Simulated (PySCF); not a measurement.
## Simulated absorption spectrum

Species: C8H7F.
SMILES with atom numbers: `[CH:1]#[C:2][C:3]#[C:4]/[C:5]([CH3:6])=[C:7](/[CH3:8])[F:9]` (hydrogens: H10 on C1; H11, H12, H13 on C6; H14, H15, H16 on C8)

Theory: PySCF 2.14.0, density-fitted response routines, TDDFT CAM-B3LYP/def2-SVPD, vertical, gas phase, core orbitals frozen in the response. Isolated species at its GFN2-xTB geometry, gas phase.

Computed states:

```
state  E (eV)       f
   S1    4.36  0.0003
   S2    4.48   0.199
   S3    4.51  0.0002
   S4    6.06   0.602
   S5    6.11   0.266
   S6    6.66  0.0014
   S7    6.84  0.0031
   S8    6.94  0.0001
```

Each state is given a Gaussian of 0.5 eV full width at half maximum, with ε(max) = 2.175×10⁸ f / Δν̃ (Δν̃ the width in cm⁻¹). The width is an assumption, not a result. The curve ends short of the highest state used, and states not computed would add to its high-energy end.

Q: Give the broadened spectrum and its maxima.

A: 
λ (nm), ε (L mol⁻¹ cm⁻¹) and a bar:
```
    195.4      20921 #############
    199.7      38272 #########################
    203.9      46532 ##############################
    208.1      40057 ##########################
    212.3      25406 ################
    216.5      12300 ########
    220.7       4690 ###
    225.0       1405 #
    229.2        360 
    233.4         82 
    237.6         39 
    241.8        100 
    246.1        325 
    250.3        861 #
    254.5       1900 #
    258.7       3549 ##
    262.9       5693 ####
    267.1       7948 #####
    271.4       9810 ######
    275.6      10721 #######
    279.8      10545 #######
    284.0       9420 ######
    288.2       7709 #####
    292.5       5778 ####
    296.7       4050 ###
    300.9       2655 ##
    305.1       1639 #
    309.3        957 #
    313.5        531 
    317.8        277 
    322.0        141 
    326.2         69 
    330.4         33 
    334.6         15 
    338.8          7 
    343.1          3
```

Maxima: 277 nm (4.48 eV), ε about 11000, made up of S2 (100%); 204 nm (6.07 eV), ε about 47000, made up of S4 (70%) and S5 (30%) (ε in L mol⁻¹ cm⁻¹; maxima over ε = 5, shares over 10%).

Q: Coming from long wavelengths, where does ε first pass 100 L mol⁻¹ cm⁻¹?

A: At about 324 nm (3.83 eV), 0.54 eV below S1.

Q: On this curve, what absorbance would a 10⁻⁵ mol/L sample give at 266 nm over a 1 cm path?

A: 266 nm is 4.661 eV, where ε is about 7400 L mol⁻¹ cm⁻¹, so A = ε c l ≈ 0.074 (Beer–Lambert, with the gas-phase spectrum and the assumed width).

Q: What would ε be at 6.07 eV, the highest of these maxima, with half the width (0.25 eV)?

A: About 91600 L mol⁻¹ cm⁻¹ against 46500, a factor of about 1.97; a lone state at its own centre would give exactly 2.
